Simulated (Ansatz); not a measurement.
`[SiH3]P[NH][GaH2]` + `[NH2][AlH2]` → `[AlH2][NH]P[SiH3]` + `[NH2][GaH2]` at 298.15 K and 1 bar (ligand exchange at a P–N bond).

Calculated with Ansatz (gas phase, PBE0-D4/def2-TZVP geometries, no zero-point term in ΔE). CBS: MP2 limit from def2 TZ/QZ plus the TZ coupled-cluster correction, frozen cores. This one scheme is used for every species. For Ga outer-core shells are correlated without core-valence functions, which leaves a few kJ/mol of doubt a bond. Scalar relativity is left out up to krypton. Each species was taken in one conformer, which may not be the lowest.

```
            species  CCSD(T)/CBS energy (Eh)  H − E (kJ/mol)  S (J/(mol·K))
`[SiH3]P[NH][GaH2]`              -2612.87095           192.9          374.3
      `[NH2][AlH2]`               -299.14566           115.0          251.7
`[AlH2][NH]P[SiH3]`               -930.96112           192.8          364.7
      `[NH2][GaH2]`              -1981.05479           115.2          263.8
```

H − E and S are ideal-gas, rigid-rotor, harmonic terms from PBE0-D4/def2-TZVP, for one conformer and one mirror image of each species. 1 Eh = 2625.50 kJ/mol, R = 8.31446 J/(mol·K).

Question: By hand: ΔE, ΔH, ΔS and ΔG.

Answer: ΔE = (-930.96112) + (-1981.05479) − (-2612.87095) − (-299.14566) = 0.00070 Eh = 1.8 kJ/mol. Δ(H − E) = 192.8 + 115.2 − 192.9 − 115.0 = 0.1, so ΔH = 1.9 kJ/mol. ΔS = 364.7 + 263.8 − 374.3 − 251.7 = 2.5 J/(mol·K). ΔG = 1.9 − 298.15 × (2.5)/1000 = 1.2 kJ/mol.

Question: By hand: the equilibrium constant, and the temperature at which ΔG would vanish if ΔH and ΔS stayed fixed.

Answer: log₁₀ K = −ΔG/(RT ln 10) = -0.2. ΔG = 0 at ΔH/ΔS = 760 K, though so small a ΔH makes that figure unsure.

TΔS isn't small against ΔH here. The sign of ΔG lies within the doubt. A doubt of 5 kJ/mol in ΔE shifts log₁₀ K by 0.9 here. Other conformers and mirror images would add mixing entropy, several J/(mol·K) or more a flexible species. Modes under 60 cm⁻¹, often nearly free rotors, make the harmonic entropy too high. These are equilibria of isolated gas molecules and say nothing of rates. Largest T1 diagnostic: 0.015 (customary marks: 0.02 for closed shells, 0.045 for open ones).
